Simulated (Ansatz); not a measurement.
Born–Oppenheimer molecular dynamics of BH7OSSi (11 atoms, charge 0, multiplicity 1). It starts at the highest image of a converged band, a first-order saddle point between two minima.

Level of theory: Ansatz 0.2.0, RKS LDA/def2-SVP.

```
ensemble                      : NVE (velocity Verlet)
time step                     : 0.5 fs
steps asked                   : 200
starting velocities drawn for : 300 K
seed                          : 6619
```

First frame:

```xyz
11
Properties=species:S:1:pos:R:3
B -1.072 0.187 0.401
S -1.290 -1.520 1.419
H -1.314 1.150 1.115
H -1.763 0.046 -0.606
H 0.083 -1.213 0.763
O 0.400 -0.049 0.150
Si 1.260 0.500 -1.189
H -0.865 -1.065 2.636
H 0.604 0.037 -2.463
H 1.315 2.002 -1.158
H 2.642 -0.076 -1.069
```

How far do the bonds stretch over the last three quarters of this one trajectory? (Pairs bonded in most of those frames.)


```tsv
bond	mean (Å)	spread (Å)	shortest	longest
B1–S2	1.876	0.054	1.79	1.96
B1–H3	1.224	0.018	1.20	1.25
B1–H4	1.234	0.026	1.19	1.28
B1–O6	1.642	0.039	1.55	1.70
S2–H8	1.370	0.038	1.31	1.42
H5–O6	1.005	0.036	0.94	1.07
O6–Si7	1.723	0.031	1.69	1.78
Si7–H9	1.504	0.033	1.46	1.55
Si7–H10	1.497	0.009	1.48	1.51
Si7–H11	1.510	0.058	1.42	1.59
```

Mean temperature of the second half: 249 K. The conserved energy stayed within 0.17 meV per atom of its start (net change 0.03 meV per atom), so the integration is sound. A run of 0.1 ps of so small a system gives no equilibrium averages. The orbitals stay closed-shell, which can raise the energy where a bond breaks towards radicals; this wasn't checked here.

Run time: 3 min on 2 threads of Arm Neoverse V2 (shared host), peak memory 0.13 GiB.
